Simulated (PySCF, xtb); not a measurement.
C3H6BNO, SMILES C#CB(O)NC. The values are those of a single conformer.

Harmonic wavenumbers (cm⁻¹) from GFN2-xTB run with xtb 6.7.1 at its own minimum, in rising order: 112, 136, 158, 207, 231, 400, 487, 498, 535, 637, 679, 683, 694, 941, 1053, 1116, 1133, 1207, 1300, 1414, 1466, 1483, 1505, 2222, 2925, 2950, 3029, 3357, 3459, 3665.

Problem. What does PBE0-D3(BJ)/def2-SVP (PySCF) give at its own minimum? (Estimate from the structure and the level; the computed values follow.)

Solution. 135, 142, 165, 245, 265, 440, 460, 552, 610, 672, 682, 726, 743, 981, 1089, 1148, 1189, 1323, 1349, 1452, 1468, 1481, 1595, 2193, 3027, 3094, 3164, 3478, 3641, 3944. Paired by order, the mean absolute difference is 63 cm⁻¹ and the zero-point energies are 56.7 and 59.3 kcal/mol.
